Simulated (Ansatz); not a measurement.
`C[N+](C)(C)[GaH3-]`, relaxed with RKS PBE0-D4/def2-TZVP in Ansatz from a PBE-D4/def2-SVP geometry. The force threshold is 0.005 eV/Å; the program also tests the step.

The species carries charge 0 and has multiplicity 1.

Start:

```xyz
17

C    -0.056   -1.307   -0.806
N     0.091   -0.127    0.067
C     1.501    0.300    0.133
C    -0.433   -0.408    1.417
Ga   -1.074    1.501   -0.789
H     0.305   -1.061   -1.822
H     0.522   -2.174   -0.411
H    -1.125   -1.584   -0.874
H     1.581    1.209    0.759
H     1.860    0.545   -0.885
H     2.144   -0.500    0.566
H    -0.350    0.502    2.040
H     0.131   -1.237    1.902
H    -1.501   -0.687    1.346
H    -0.334    1.603   -2.197
H    -2.509    0.809   -0.750
H    -0.754    2.616    0.304
```

```csv
step,energy (eV),largest force (eV/Å),largest move (Å)
1,-57163.7853,0.537,0.000
2,-57163.8374,0.149,0.028
3,-57163.8421,0.023,0.014
4,-57163.8421,0.004,0.004
```

End:

```xyz
17

C    -0.056   -1.293   -0.798
N     0.084   -0.118    0.062
C     1.485    0.297    0.132
C    -0.428   -0.404    1.402
Ga   -1.061    1.484   -0.780
H     0.303   -1.054   -1.798
H     0.518   -2.139   -0.399
H    -1.108   -1.570   -0.862
H     1.567    1.190    0.751
H     1.842    0.535   -0.871
H     2.107   -0.499    0.559
H    -0.344    0.491    2.019
H     0.135   -1.222    1.869
H    -1.480   -0.683    1.334
H    -0.328    1.590   -2.181
H    -2.490    0.799   -0.743
H    -0.747    2.596    0.304
```

Run time 17 s (8 threads of an Arm Neoverse V1 on a shared host); peak host memory 0.86 GiB.
